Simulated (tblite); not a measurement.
Parent: `[F:1][SiH2:2][NH:3][CH:4]1[CH2:5][CH2:6][CH2:7]1` with F1–Si2–N3–C4 47°, Si2–N3–C4–C5 -158°, N3–C4–C5–C6 -133°, C4–C5–C6–C7 12°, C5–C6–C7–C4 -12°, N3–C4–C7–C6 132°, C4H10FNSi.

The geometries are computed with GFN2-xTB (gas phase). One conformer each, not checked by frequencies here.

```tsv
coordinate of the parent	value
F1–Si2	1.608 Å
Si2–N3	1.711 Å
N3–C4	1.435 Å
C4–C5	1.541 Å
C5–C6	1.536 Å
C6–C7	1.536 Å
C4–C7	1.545 Å
F1–Si2–N3	105.1°
Si2–N3–C4	124.9°
N3–C4–C5	116.4°
N3–C4–C7	118.2°
C5–C4–C7	89.2°
C4–C5–C6	89.4°
C5–C6–C7	89.7°
C4–C7–C6	89.2°
```

**Question.** How does the shared frame change in `[F:1][SiH2:2][NH:3][C@@H:4]1[CH2:5][CH2:6][C@@H:7]1[CH:8]([F:9])[F:10]` with F1–Si2–N3–C4 173°, Si2–N3–C4–C5 -162°, C6–C7–C8–F9 -173°, N3–C4–C5–C6 -135°, C4–C5–C6–C7 12°, C5–C6–C7–C8 106°, N3–C4–C7–C6 133°, C5H10F3NSi? Atoms pair as F1 = F1, Si2 = Si2, N3 = N3, C4 = C4, C5 = C5, C6 = C6, C7 = C7 (parent first).

**Answer.** 
| parent | relative | value in the relative | change |
| --- | --- | --- | --- |
| F1–Si2 | F1–Si2 | 1.607 Å | -0.001 |
| Si2–N3 | Si2–N3 | 1.714 Å | +0.003 |
| N3–C4 | N3–C4 | 1.421 Å | -0.014 |
| C4–C5 | C4–C5 | 1.541 Å | 0.000 |
| C5–C6 | C5–C6 | 1.536 Å | 0.000 |
| C6–C7 | C6–C7 | 1.539 Å | +0.003 |
| C4–C7 | C4–C7 | 1.565 Å | +0.020 |
| F1–Si2–N3 | F1–Si2–N3 | 103.0° | -2.1 |
| Si2–N3–C4 | Si2–N3–C4 | 124.8° | -0.1 |
| N3–C4–C5 | N3–C4–C5 | 117.4° | +1.0 |
| N3–C4–C7 | N3–C4–C7 | 120.3° | +2.1 |
| C5–C4–C7 | C5–C4–C7 | 89.0° | -0.2 |
| C4–C5–C6 | C4–C5–C6 | 89.8° | +0.4 |
| C5–C6–C7 | C5–C6–C7 | 90.2° | +0.5 |
| C4–C7–C6 | C4–C7–C6 | 88.8° | -0.4 |

Of the parent's bonds, C4–C7 changes most (+0.020 Å). Bonds of the relative outside the shared frame: C7–C8 1.516, C8–F9 1.357, C8–F10 1.356 Å. Point group C1 → C1.

**Question.** How does the shared frame change in `[F:1][SiH2:2][NH:3][C@@H:4]1[CH2:5][CH2:6][C@@H:7]1[CH:8]1[CH2:9][CH2:10]1` with F1–Si2–N3–C4 179°, Si2–N3–C4–C5 10°, C6–C7–C8–C9 100°, N3–C4–C5–C6 -134°, C4–C5–C6–C7 12°, C5–C6–C7–C8 104°, C7–C8–C9–C10 109°, C7H14FNSi? Atoms pair as F1 = F1, Si2 = Si2, N3 = N3, C4 = C4, C5 = C7, C6 = C6, C7 = C5 (parent first).

**Answer.** 
```csv
parent,relative,value in the relative,change
F1–Si2,F1–Si2,1.610 Å,+0.002
Si2–N3,Si2–N3,1.706 Å,-0.005
N3–C4,N3–C4,1.431 Å,-0.004
C4–C5,C4–C7,1.561 Å,+0.020
C5–C6,C7–C6,1.542 Å,+0.006
C6–C7,C6–C5,1.535 Å,-0.001
C4–C7,C4–C5,1.534 Å,-0.011
F1–Si2–N3,F1–Si2–N3,102.2°,-2.9
Si2–N3–C4,Si2–N3–C4,129.5°,+4.6
N3–C4–C5,N3–C4–C7,118.6°,+2.2
N3–C4–C7,N3–C4–C5,117.7°,-0.5
C5–C4–C7,C7–C4–C5,89.3°,+0.1
C4–C5–C6,C4–C7–C6,88.5°,-0.9
C5–C6–C7,C7–C6–C5,90.0°,+0.3
C4–C7–C6,C4–C5–C6,89.7°,+0.5
```

Of the parent's bonds, C4–C5 changes most (+0.020 Å). Bonds of the relative outside the shared frame: C7–C8 1.503, C8–C9 1.500, C9–C10 1.498, C8–C10 1.500 Å. Point group C1 → C1.

**Question.** How does the shared frame change in `[N:1]#[C:2][C@@H:3]1[CH2:4][CH2:5][C@H:6]1[NH:7][SiH2:8][F:9]` with C5–C6–N7–Si8 -162°, C6–N7–Si8–F9 -179°, C2–C3–C4–C5 -131°, C3–C4–C5–C6 13°, C4–C5–C6–N7 -134°, C2–C3–C6–C5 132°, C5H9FN2Si? Atoms pair as F1 = F9, Si2 = Si8, N3 = N7, C4 = C6, C5 = C5, C6 = C4, C7 = C3 (parent first).

**Answer.** 
```csv
parent,relative,value in the relative,change
F1–Si2,F9–Si8,1.608 Å,0.000
Si2–N3,Si8–N7,1.716 Å,+0.005
N3–C4,N7–C6,1.420 Å,-0.015
C4–C5,C6–C5,1.540 Å,-0.001
C5–C6,C5–C4,1.535 Å,-0.001
C6–C7,C4–C3,1.544 Å,+0.008
C4–C7,C6–C3,1.567 Å,+0.022
F1–Si2–N3,F9–Si8–N7,101.9°,-3.2
Si2–N3–C4,Si8–N7–C6,124.8°,-0.1
N3–C4–C5,N7–C6–C5,117.6°,+1.2
N3–C4–C7,N7–C6–C3,117.8°,-0.4
C5–C4–C7,C5–C6–C3,88.8°,-0.4
C4–C5–C6,C6–C5–C4,90.0°,+0.6
C5–C6–C7,C5–C4–C3,89.8°,+0.1
C4–C7–C6,C6–C3–C4,88.6°,-0.6
```

Of the parent's bonds, C4–C7 changes most (+0.022 Å). Bonds of the relative outside the shared frame: N1≡C2 1.145, C2–C3 1.429 Å. Point group C1 → C1.

**Question.** How does the shared frame change in `[F:1][SiH2:2][NH:3][C@@H:4]1[CH2:5][CH2:6][C@H:7]1[CH2:8][SiH3:9]` with F1–Si2–N3–C4 176°, Si2–N3–C4–C5 149°, C6–C7–C8–Si9 -71°, N3–C4–C5–C6 -134°, C4–C5–C6–C7 15°, C5–C6–C7–C8 -136°, N3–C4–C7–C6 135°, C5H14FNSi2? Atoms pair as F1 = F1, Si2 = Si2, N3 = N3, C4 = C4, C5 = C5, C6 = C6, C7 = C7 (parent first).

**Answer.** 
```tsv
parent	relative	value in the relative	change
F1–Si2	F1–Si2	1.610 Å	+0.002
Si2–N3	Si2–N3	1.708 Å	-0.003
N3–C4	N3–C4	1.435 Å	0.000
C4–C5	C4–C5	1.540 Å	-0.001
C5–C6	C5–C6	1.535 Å	-0.001
C6–C7	C6–C7	1.538 Å	+0.002
C4–C7	C4–C7	1.542 Å	-0.003
F1–Si2–N3	F1–Si2–N3	102.6°	-2.5
Si2–N3–C4	Si2–N3–C4	125.9°	+1.0
N3–C4–C5	N3–C4–C5	116.6°	+0.2
N3–C4–C7	N3–C4–C7	116.4°	-1.8
C5–C4–C7	C5–C4–C7	88.9°	-0.3
C4–C5–C6	C4–C5–C6	89.0°	-0.4
C5–C6–C7	C5–C6–C7	89.2°	-0.5
C4–C7–C6	C4–C7–C6	88.8°	-0.4
```

No shared bond changes by more than 0.004 Å. Bonds of the relative outside the shared frame: C7–C8 1.516, C8–Si9 1.902 Å. Point group C1 → C1.

**Question.** How does the shared frame change in `[N:1]#[C:2][CH2:3][C@@H:4]1[CH2:5][CH2:6][C@H:7]1[NH:8][SiH2:9][F:10]` with C2–C3–C4–C5 178°, C6–C7–N8–Si9 -98°, C7–N8–Si9–F10 -38°, C3–C4–C5–C6 -135°, C4–C5–C6–C7 14°, C5–C6–C7–N8 -135°, C3–C4–C7–C6 135°, C6H11FN2Si? Atoms pair as F1 = F10, Si2 = Si9, N3 = N8, C4 = C7, C5 = C4, C6 = C5, C7 = C6 (parent first).

**Answer.** 
```tsv
parent	relative	value in the relative	change
F1–Si2	F10–Si9	1.607 Å	-0.001
Si2–N3	Si9–N8	1.713 Å	+0.002
N3–C4	N8–C7	1.430 Å	-0.005
C4–C5	C7–C4	1.544 Å	+0.003
C5–C6	C4–C5	1.539 Å	+0.003
C6–C7	C5–C6	1.536 Å	0.000
C4–C7	C7–C6	1.547 Å	+0.002
F1–Si2–N3	F10–Si9–N8	104.6°	-0.5
Si2–N3–C4	Si9–N8–C7	125.1°	+0.2
N3–C4–C5	N8–C7–C4	116.8°	+0.4
N3–C4–C7	N8–C7–C6	119.2°	+1.0
C5–C4–C7	C4–C7–C6	88.9°	-0.3
C4–C5–C6	C7–C4–C5	89.1°	-0.3
C5–C6–C7	C4–C5–C6	89.5°	-0.2
C4–C7–C6	C7–C6–C5	89.1°	-0.1
```

Of the parent's bonds, N3–C4 changes most (-0.005 Å). Bonds of the relative outside the shared frame: N1≡C2 1.143, C2–C3 1.441, C3–C4 1.527 Å. Point group C1 → C1.
